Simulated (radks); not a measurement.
The numbers below are computed, except where a source is named.
Kr2+, 34 electrons, occupied as [Ar] 3d10 4s2 4p3 5s1 (not the ground configuration).

Level of theory: scalar-relativistic Kohn-Sham, PBE, spin-polarised, spherical densities, finite nucleus; open shells are filled with parallel spins first; Fermi nuclear charge, rms radius 4.1884 fm (a radial shooting solver on a logarithmic mesh with Libxc functionals).

Energy parts (Ry):
part                        energy
total                  -5576.37970
kinetic                 5704.13924
electron-nucleus      -13374.12345
Hartree                 2284.68463
exchange-correlation    -191.08013

Orbitals (lengths in bohr, moments of r in powers of bohr; r(90%) holds 90 % of the orbital's charge):
orbital,occ.,eigenvalue (Ry),r(90%),<1/r>,<r^2>,<r>
1s up,1,-1043.030,0.0742,36.76,0.002318,0.04149
1s down,1,-1043.008,0.0742,36.76,0.002318,0.04149
2s up,1,-139.4036,0.284,8.164,0.03971,0.1835
2s down,1,-139.3914,0.284,8.164,0.03970,0.1835
2p up,3,-123.5384,0.261,7.985,0.03136,0.1601
2p down,3,-123.5180,0.261,7.984,0.03136,0.1601
3s up,1,-21.75051,0.788,2.701,0.3231,0.5302
3s down,1,-21.72186,0.788,2.701,0.3227,0.5299
3p up,3,-16.69662,0.824,2.548,0.3417,0.5404
3p down,3,-16.66421,0.822,2.549,0.3407,0.5398
3d up,5,-8.33212,0.909,2.273,0.3794,0.5550
3d down,5,-8.29216,0.902,2.280,0.3746,0.5524
4s up,1,-3.85772,2.15,0.9042,2.454,1.473
4s down,1,-3.58515,2.16,0.9107,2.455,1.470
4p up,3,-2.70862,2.48,0.7846,3.207,1.677
4p down,0,-2.43419,2.52,0.7817,3.279,1.692
5s up,1,-1.12025,5.10,0.3649,14.27,3.571

The highest occupied level is 5s up at -15.242 eV. The configuration is held as typed, so some empty levels lie below it. Summed over all electrons, <r^2> = 35.53 bohr^2, which gives a Langevin (diamagnetic) susceptibility term of -28.1 x 10^-6 cm^3/mol. The electron density at the nucleus is 5.016e+04 e/bohr^3 (large components only). The spin density at the nucleus is 7.919 e/bohr^3 (1s -0.499, 2s 0.186, 3s 0.111, 4s -1.280, 5s 9.401). Spin moment in Bohr magnetons: 4.
